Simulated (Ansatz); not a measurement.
Gas-phase reaction in SMILES: C#N (CHN) [formonitrile] → C#N (CHN) as triplet, charge 0
Each molecule is optimised on its own at B3LYP-D3(BJ)/def2-TZVP (Ansatz, a program for electronic structure). A spin state is the lowest found, not a proven ground state.

Wanted: adiabatic triplet-singlet gap (electronic energy difference), in kcal/mol. Cores are frozen in the correlated levels unless marked. UHF or UKS for open shells. No spin-orbit coupling. Non-relativistic. FCI takes restricted orbitals. Basis-set limits of correlation are two-point, X^-3; Hartree-Fock from the larger set.

| level | program | adiabatic triplet-singlet gap (kcal/mol) |
|---|---|---|
| HF/6-31G | Ansatz | 82.0 |
| HF/cc-pVTZ | Ansatz | 83.0 |
| MP2/6-31G* | Ansatz | 123.3 |
| MP2/def2-QZVPPD | Ansatz | 126.6 |

Estimate the value at CCSD(T)/CBS(aug-cc-pVTZ,aug-cc-pVQZ) as computed with Ansatz.

112.1 kcal/mol, so MP2/def2-QZVPPD differs from it by 14.5 kcal/mol.
